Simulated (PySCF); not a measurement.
AlH3N (calculated)

Computed with PySCF 2.14.0. Calculation on a computer-drawn molecule: vertical ionisation energy to the stated ion spin, frozen-core CCSD(T) at the basis limit and cheaper methods, single-reference cases, UHF for radicals, no spin-orbit; all values are single points at the evaluated structure, the first of each entry, which is the reference or a displaced copy of it and isn't optimised; the reference structure only sets the zero of the energies above reference; triples share is (T) over the correlation energy.

Common to all runs: charge 1; multiplicity 1; ion multiplicity 2; diffuse functions no; basis cc-pV(n+d)Z; reference is the Hartree-Fock double-zeta minimum; best is HF at quadruple zeta + MP2 correlation extrapolated from triple and quadruple zeta + CCSD(T) minus MP2 at triple zeta; basis step is the size of the change from the same recipe one zeta lower.

```json
{"entry": 1, "formula": "AlH3N", "evaluated_structure": {"atoms_angstrom": [["N", -0.0442, 2.9657, 0.9238], ["Al", 0.7329, 2.5114, -0.544], ["H", -0.7742, 3.539, 1.0546], ["H", 0.2625, 2.5575, 1.8305], ["H", 1.2589, 2.0716, -1.9149]]}, "reference_structure": {"atoms_angstrom": [["N", -0.0312, 2.9083, 0.9518], ["Al", 0.66, 2.4755, -0.5486], ["H", -0.812, 3.5337, 1.0761], ["H", 0.2771, 2.5788, 1.8533], ["H", 1.2822, 2.0862, -1.8995]]}, "given": {"drawn_bonds_atom": [1, 1, 1, 2], "drawn_bonds_other_atom": [2, 3, 4, 5], "drawn_bonds_order": [1, 1, 1, 1]}, "results": {"ionisation_energy_best [eV]": 16.7, "ionisation_energy_basis_step [eV]": 0.04275, "energy_above_reference_best [kcal/mol]": 4.019, "energy_above_reference_basis_step [kcal/mol]": 0.01773, "triple_zeta_method": ["HF", "PBE", "r2SCAN", "B3LYP", "wB97X", "MP2", "CCSD", "CCSD(T)"], "triple_zeta_ionisation_energy [eV]": [14.97, 16.71, 16.52, 16.66, 16.59, 16.66, 16.42, 16.54], "triple_zeta_energy_above_reference [kcal/mol]": [3.81, 4.329, 4.134, 4.112, 4.157, 4.079, 4.052, 4.087], "ionisation_energy_Koopmans_at_triple_zeta [eV]": 17.25, "ionisation_energy_EOM_CCSD_at_triple_zeta [eV]": 16.57, "total_energy_HF_triple_zeta [hartree]": -297.9010, "total_energy_CCSD(T)_triple_zeta [hartree]": -298.2009, "total_energy_best [hartree]": -298.2397, "T1_diagnostic_at_triple_zeta": 0.01226, "D1_diagnostic_at_triple_zeta": 0.03036, "ion_T1_diagnostic_at_triple_zeta": 0.008661, "ion_D1_diagnostic_at_triple_zeta": 0.01986, "ion_spin_squared_at_triple_zeta": 0.7583, "triples_share_at_triple_zeta": 0.03263, "basis_functions_triple_zeta": 111}}
{"entry": 2, "formula": "AlH3N", "evaluated_structure": {"atoms_angstrom": [["N", -0.0442, 2.9657, 0.9238], ["Al", 0.7329, 2.5114, -0.544], ["H", -0.7742, 3.539, 1.0546], ["H", 0.2625, 2.5575, 1.8305], ["H", 1.3234, 2.0176, -2.083]]}, "reference_structure": {"atoms_angstrom": [["N", -0.0312, 2.9083, 0.9518], ["Al", 0.66, 2.4755, -0.5486], ["H", -0.812, 3.5337, 1.0761], ["H", 0.2771, 2.5788, 1.8533], ["H", 1.2822, 2.0862, -1.8995]]}, "given": {"drawn_bonds_atom": [1, 1, 1, 2], "drawn_bonds_other_atom": [2, 3, 4, 5], "drawn_bonds_order": [1, 1, 1, 1]}, "results": {"ionisation_energy_best [eV]": 16.66, "ionisation_energy_basis_step [eV]": 0.04444, "energy_above_reference_best [kcal/mol]": 8.438, "energy_above_reference_basis_step [kcal/mol]": 0.04392, "triple_zeta_method": ["HF", "PBE", "r2SCAN", "B3LYP", "wB97X", "MP2", "CCSD", "CCSD(T)"], "triple_zeta_ionisation_energy [eV]": [14.94, 16.67, 16.49, 16.62, 16.56, 16.62, 16.38, 16.5], "triple_zeta_energy_above_reference [kcal/mol]": [9.184, 7.824, 8.468, 8.649, 8.991, 9.028, 8.51, 8.429], "ionisation_energy_Koopmans_at_triple_zeta [eV]": 17.27, "ionisation_energy_EOM_CCSD_at_triple_zeta [eV]": 16.55, "total_energy_HF_triple_zeta [hartree]": -297.8924, "total_energy_CCSD(T)_triple_zeta [hartree]": -298.1940, "total_energy_best [hartree]": -298.2327, "T1_diagnostic_at_triple_zeta": 0.0128, "D1_diagnostic_at_triple_zeta": 0.03065, "ion_T1_diagnostic_at_triple_zeta": 0.009826, "ion_D1_diagnostic_at_triple_zeta": 0.02658, "ion_spin_squared_at_triple_zeta": 0.7593, "triples_share_at_triple_zeta": 0.03306, "basis_functions_triple_zeta": 111}}
{"entry": 3, "formula": "AlH3N", "evaluated_structure": {"atoms_angstrom": [["N", 0.0064, 2.8318, 0.944], ["Al", 0.6248, 2.4289, -0.5849], ["H", -0.6855, 3.5338, 1.155], ["H", 0.2532, 2.4987, 2.0084], ["H", 1.3841, 2.0731, -1.8883]]}, "reference_structure": {"atoms_angstrom": [["N", -0.0312, 2.9083, 0.9518], ["Al", 0.66, 2.4755, -0.5486], ["H", -0.812, 3.5337, 1.0761], ["H", 0.2771, 2.5788, 1.8533], ["H", 1.2822, 2.0862, -1.8995]]}, "given": {"drawn_bonds_atom": [1, 1, 1, 2], "drawn_bonds_other_atom": [2, 3, 4, 5], "drawn_bonds_order": [1, 1, 1, 1]}, "results": {"ionisation_energy_best [eV]": 16.58, "ionisation_energy_basis_step [eV]": 0.0404, "energy_above_reference_best [kcal/mol]": 8.633, "energy_above_reference_basis_step [kcal/mol]": 0.1048, "triple_zeta_method": ["HF", "PBE", "r2SCAN", "B3LYP", "wB97X", "MP2", "CCSD", "CCSD(T)"], "triple_zeta_ionisation_energy [eV]": [14.85, 16.58, 16.4, 16.53, 16.47, 16.55, 16.3, 16.42], "triple_zeta_energy_above_reference [kcal/mol]": [10.81, 7.453, 8.381, 8.445, 8.904, 8.751, 8.875, 8.565], "ionisation_energy_Koopmans_at_triple_zeta [eV]": 17.19, "ionisation_energy_EOM_CCSD_at_triple_zeta [eV]": 16.44, "total_energy_HF_triple_zeta [hartree]": -297.8899, "total_energy_CCSD(T)_triple_zeta [hartree]": -298.1938, "total_energy_best [hartree]": -298.2324, "T1_diagnostic_at_triple_zeta": 0.01241, "D1_diagnostic_at_triple_zeta": 0.03059, "ion_T1_diagnostic_at_triple_zeta": 0.009351, "ion_D1_diagnostic_at_triple_zeta": 0.02051, "ion_spin_squared_at_triple_zeta": 0.7599, "triples_share_at_triple_zeta": 0.034, "basis_functions_triple_zeta": 111}}
{"entry": 4, "formula": "AlH3N", "evaluated_structure": {"atoms_angstrom": [["N", -0.061, 2.8796, 0.9595], ["Al", 0.7647, 2.5172, -0.5091], ["H", -0.8165, 3.5492, 1.0604], ["H", 0.2713, 2.5431, 1.8763], ["H", 1.2741, 2.1162, -1.8759]]}, "reference_structure": {"atoms_angstrom": [["N", -0.0312, 2.9083, 0.9518], ["Al", 0.66, 2.4755, -0.5486], ["H", -0.812, 3.5337, 1.0761], ["H", 0.2771, 2.5788, 1.8533], ["H", 1.2822, 2.0862, -1.8995]]}, "given": {"drawn_bonds_atom": [1, 1, 1, 2], "drawn_bonds_other_atom": [2, 3, 4, 5], "drawn_bonds_order": [1, 1, 1, 1]}, "results": {"ionisation_energy_best [eV]": 16.63, "ionisation_energy_basis_step [eV]": 0.04077, "energy_above_reference_best [kcal/mol]": 0.8349, "energy_above_reference_basis_step [kcal/mol]": 0.08631, "triple_zeta_method": ["HF", "PBE", "r2SCAN", "B3LYP", "wB97X", "MP2", "CCSD", "CCSD(T)"], "triple_zeta_ionisation_energy [eV]": [14.9, 16.64, 16.45, 16.59, 16.52, 16.59, 16.35, 16.47], "triple_zeta_energy_above_reference [kcal/mol]": [1.487, 0.5182, 0.8431, 0.7663, 0.9627, 0.7751, 0.9183, 0.7975], "ionisation_energy_Koopmans_at_triple_zeta [eV]": 17.19, "ionisation_energy_EOM_CCSD_at_triple_zeta [eV]": 16.49, "total_energy_HF_triple_zeta [hartree]": -297.9047, "total_energy_CCSD(T)_triple_zeta [hartree]": -298.2062, "total_energy_best [hartree]": -298.2448, "T1_diagnostic_at_triple_zeta": 0.01259, "D1_diagnostic_at_triple_zeta": 0.0318, "ion_T1_diagnostic_at_triple_zeta": 0.008807, "ion_D1_diagnostic_at_triple_zeta": 0.01957, "ion_spin_squared_at_triple_zeta": 0.7587, "triples_share_at_triple_zeta": 0.03328, "basis_functions_triple_zeta": 111}}
```
